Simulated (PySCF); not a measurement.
Isomers of [C9H11]+ (charge +1), one GFN2-xTB conformer each. Single-point energies are computed at PBE0/pcSseg-1 (PySCF, gas phase, no added dispersion term), electronic only.

Task: Rank them by PBE0/pcSseg-1 energy, lowest first (kcal/mol).
A. `[CH3:1][CH+:2][c:3]1[cH:4][cH:5][cH:6][c:7]([CH3:8])[cH:9]1` (charge +1) with C1–C2–C3–C4 0°
B. `[CH:1]1=[CH:2][CH2:3][C+:4]([CH:5]2[CH2:6][CH2:7]2)[CH:8]=[CH:9]1` (charge +1) with C3–C4–C5–C6 146°
C. `c1cccc(c1)[C+](C)C`
D. `[CH2:1]=[CH:2][CH2:3][C@H:4]1[CH:5]=[CH:6][CH:7]=[CH:8][CH+:9]1` (charge +1) with C1–C2–C3–C4 119°, C2–C3–C4–C5 -69°

Result: C (0.0), A (2.1), B (21.1), D (34.2).

Neighbours under 5.0 kcal/mol apart (C[C+](C)c1ccccc1 and C[CH+]c1cccc(C)c1) can change places with a better method, another conformer or zero-point energy. GFN2-xTB itself gives, in the same order: 0.0, 4.4, 13.1, 33.4. Both levels put the same isomer lowest; measured from each level's own lowest isomer, the values differ by up to 8.0 kcal/mol (C1=CC[C+](C2CC2)C=C1: 13.1 against 21.1).

Task: Which frontier levels and rotational constants go with these structures?

Result: 
| SMILES | HOMO (eV, PBE0/pcSseg-1) | LUMO (eV) | A, B, C (MHz) |
| --- | --- | --- | --- |
| C[C+](C)c1ccccc1 | -12.20 | -8.07 | 3480, 1209, 913.6 |
| C[CH+]c1cccc(C)c1 | -12.00 | -8.24 | 3516, 1093, 842.5 |
| C1=CC[C+](C2CC2)C=C1 | -11.88 | -7.75 | 4075, 1103, 935.1 |
| C=CC[C@H]1C=CC=C[CH+]1 | -11.43 | -8.31 | 2865, 1191, 1098 |
